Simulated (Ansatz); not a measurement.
The same path of a periodic cell of 17 atoms, LiAl$_{16}$ (surface Al(110), adsorbate Li) was run twice with different band settings. Lost on the way: Al10–Li17. Made: Al12–Li17.

Theory: Ansatz 0.2.0, DFT PBE-D3(BJ), scalar-relativistic, plane waves, PAW. Settings: cutoff 420 eV, k mesh 2x3x1, gaussian smearing 0.05 eV, no spin polarisation.

Relaxed end points:

```xyz
17
Lattice="8.1000 0.0000 0.0000 0.0000 5.7276 0.0000 0.0000 0.0000 15.2957" Properties=species:S:1:pos:R:3
Al 2.025 1.432 1.000
Al 6.075 1.432 1.000
Al 2.025 4.296 1.000
Al 6.075 4.296 1.000
Al -0.010 0.001 2.271
Al 4.060 0.001 2.271
Al -0.010 2.862 2.272
Al 4.060 2.862 2.272
Al 2.025 1.431 3.700
Al 6.075 1.430 3.647
Al 2.025 4.294 3.704
Al 6.075 4.295 3.692
Al 0.029 -0.011 4.969
Al 4.021 -0.011 4.969
Al 0.028 2.871 4.970
Al 4.022 2.871 4.970
Li 6.075 1.426 6.388
```

```xyz
17
Lattice="8.1000 0.0000 0.0000 0.0000 5.7276 0.0000 0.0000 0.0000 15.2957" Properties=species:S:1:pos:R:3
Al 2.025 1.432 1.000
Al 6.075 1.432 1.000
Al 2.025 4.296 1.000
Al 6.075 4.296 1.000
Al -0.010 -0.002 2.272
Al 4.060 -0.002 2.272
Al -0.010 2.865 2.271
Al 4.060 2.865 2.271
Al 2.025 1.430 3.704
Al 6.075 1.431 3.692
Al 2.025 4.294 3.700
Al 6.075 4.294 3.647
Al 0.028 0.007 4.970
Al 4.022 0.007 4.970
Al 0.029 2.853 4.969
Al 4.021 2.853 4.969
Li 6.075 4.290 6.388
```

Common settings: movable images 3; climbing image yes; spring 5.0 eV/Å²; end points relaxed; atoms held 1 to 4.

| run | optimiser | start path | force threshold | iteration limit | largest step |
| --- | --- | --- | --- | --- | --- |
| 1 | quadratic models (default) | straight line | 0.03 eV/Å | 13 | default |
| 2 | fire | default | 0.05 eV/Å | 19 | 1.0 Å |

(1) What does each run give, and how far can it be trusted?

Answers

(1) Run 1: converged after 4 iterations, highest image 0.147 eV above the first end. The order of the stationary point at the top wasn't checked.
Run 2: converged after 14 iterations, highest image 0.150 eV above the first end. The order of the stationary point at the top wasn't checked.
Limits of this set-up: coarse k mesh, thin slab, slab without dipole correction.
